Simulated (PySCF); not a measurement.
**How methods differ on the ionisation energy of Sc⁺**

Sc⁺ [Ar] 3d1 4s1 (3D) → Sc²⁺ [Ar] 3d1 (2D), as a difference of total energies. All numbers are calculated (PySCF 2.14, no relativity, point nucleus, in pcseg-2 (6s4p3d2f1g, 56 functions)). Correlated levels: valence: [Ar] frozen. The calculations carry no spin-orbit coupling.

Q: Order these methods by the ionisation energy they give, lowest first.
A. M06-2X
B. MP2 (valence)
C. PBE
D. UHF

A: D (12.164 eV), B (12.244 eV), A (12.726 eV), C (13.048 eV).

These non-relativistic numbers lack the scalar-relativistic shift.

The reference lies between the lowest fine-structure levels, while these numbers refer to the centres of the terms.

Errors of the correlated levels include the incompleteness of this basis and the frozen core.

For comparison: 12.800 eV (measured; NIST Atomic Spectra Database, ionization energies).
